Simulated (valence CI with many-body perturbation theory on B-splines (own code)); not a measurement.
# Questions on Mo¹⁸⁺

Computed by valence CI with perturbative core correlation (CI+MBPT): six valence electrons over a frozen Dirac-Fock core [Ar], a basis of 7 s, 7 p, 8 d, 6 f, 4 g, 1 h functions for each j, with the one-electron correlation potential Σ1 (screened to all orders), the two-electron term Σ2, the three-electron term Σ3, Breit, model QED; selected single and double excitations, second order for the rest, scaled by the run's own slope (own B-spline code, finite nucleus).

No measured spectrum was set against this ion. As an estimate, terms of the open shell hold to 2 to 4 % of their energy, and close levels can change places. Core correlation moves these levels by up to 9500 cm⁻¹, and in measured spectra 5 to 20 % of such shifts remained as error; rates that hang on mixing are uncertain with them. Among the levels kept, up to 710 cm⁻¹ of a level comes from second order outside the variational space, and about a tenth of that is noise between levels of different J, which matters for small intervals. Only levels of the ground parity were solved; by the run's estimate the other parity begins above the list, which can be wrong where configurations are misplaced.

Names give the largest LS component (configuration and term), which can be under half, so a name can repeat, a term be missing and a line seem to break the LS rules; names also repeat where a configuration has a term twice.

Rates and lifetimes use the calculated energies. Strong lines usually hold to 10 to 20 %, long lifetimes can be off by a factor of two.

Task: What is the ground level?

Result: 3d6 5D_4, composition 91 % 3d6 5D + 8 % 3d6 3F, g = 1.475.

Task: How well does LS coupling describe the low levels?

Result: Among the lowest 20 levels the leading LS term, summed over configurations, holds 73 % on average. For single configurations the figures are 73 % in LS and 63 % in jj coupling. Terms mix most in the J = 4 level at 64002 cm⁻¹, where the leading one holds 28 %.

Task: Name the longest-lived excited levels whose lifetime is computed, and their main decay.

Result: 3d6 3H_6 at 71901 cm⁻¹ lives 4240 s, mostly by E2 to 3d6 5D_4.

Task: How is the term 5D of the ground level split?

Result: J = 4 at 0, J = 3 at 15983, J = 2 at 19432, J = 1 at 25657, J = 0 at 27535 cm⁻¹.

Task: What is the ionisation energy?

Result: 757.69 eV; NIST lists 758 ± 3 eV (theoretical).
